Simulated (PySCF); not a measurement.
1-isopropylnaphthalene, C13H14.
SMILES: `CC(C)C1=CC=CC2=CC=CC=C21`

Torsions of this conformer, `[CH3:1][CH:2]([CH3:3])[c:4]1[cH:5][cH:6][cH:7][c:8]2[cH:9][cH:10][cH:11][cH:12][c:13]12`: C1–C2–C4–C5 -99°.

The closed-shell ground state was solved at several levels (PySCF, density fitting, gas phase, non-relativistic). Geometry: PBE0-D3(BJ)/def2-SVP, one conformer, isolated molecule.

| level | basis functions | HOMO (eV) | LUMO (eV) | gap (eV) | dipole (D) |
| --- | --- | --- | --- | --- | --- |
| PBE0/def2-SVPD | 372 | -6.20 | -1.19 | 5.01 | 0.43 |
| PBE0/pcSseg-1 | 291 | -6.22 | -1.18 | 5.04 | 0.44 |
| wB97X-D/pcSseg-1 | 291 | -7.87 | 0.46 | 8.33 | 0.45 |

(1) What might B3LYP/pcJ-1 (491 basis functions) give for the same quantities?

(2) Over all these levels, which gives the widest orbital gap and which the narrowest?

(3) How far do the dipole and the HOMO energy spread over the levels?

## Answers

(1) HOMO -6.00 eV, LUMO -1.31 eV, gap 4.69 eV, dipole 0.38 D.

(2) wB97X-D/pcSseg-1 (range-separated hybrid) has the widest, 8.33 eV, and B3LYP/pcJ-1 (global hybrid, 20 % exact exchange) the narrowest, 4.69 eV. Functional and basis both differ between the two, so the spread mixes both effects.

(3) The dipole runs from 0.38 to 0.45 D (mean 0.42 D) and the HOMO from -7.87 to -6.00 eV.
